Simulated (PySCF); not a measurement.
**Two-component Hartree-Fock for Cl⁺ (chlorine, charge +1)**

Start: [Ne] 3s1 3p5; 3s1/2 filled at m_j = +1/2; 3p1/2 filled at m_j = -1/2, +1/2; 3p3/2 filled at m_j = -1/2, +1/2, +3/2. Calculated with PySCF 2.14 in x2c-TZVPall-2c: generalised Hartree-Fock with the X2C-1e Hamiltonian and a Gaussian nucleus; one run each with spin-orbit coupling (SO) switched off, then screened by Boettger's factors. This is a chosen level, not necessarily the ground level.

| spinor shell | electrons | ε, spin-free (eV) | ε, screened SO (eV) | weight of nominal j (screened SO) | rms radius, screened SO (bohr) |
| --- | --- | --- | --- | --- | --- |
| 1s1/2 | 2 | -2878.8 | -2878.7 | 1.000 | 0.105 |
| 2s1/2 | 2 | -304.53 | -304.52 | 1.000 | 0.479 |
| 2p1/2 | 2 | -234.17 | -235.62 | 0.949 | 0.449 |
| 3s1/2 | 1 | -44.963 | -44.952 | 1.000 | 1.59 |
| 3p1/2 | 2 | -25.213 | -24.851 | 0.665 | 1.87 |
| 3p3/2 | 3 | -25.213 | -25.460 | 0.777 | 1.86 |

(1) Where does 2p3/2 lie, and what is the 2p spin-orbit splitting (screened SO)?

```
   quantity   spin-free  screened SO
E (hartree)  -459.92118   -459.92378
        M_J           2            2
       ⟨J²⟩       6.018        6.017
       ⟨L²⟩       2.003        2.004
       ⟨S²⟩       2.014        2.014
```

Each row is a mean over spinors that exchange with the open shell spreads, by up to 5.776 eV (3p1/2).

Rows whose weight is well below 1 are mixtures of j = l ± 1/2: exchange outweighs spin-orbit coupling there, and the label is only the starting occupation.

Without spin-orbit coupling the j labels of p, d and f shells carry no meaning; the spin-free column gives the mean over the occupied spinors of each nl shell.

Results:

(1) At -233.42 eV, 2.194 eV above 2p1/2.
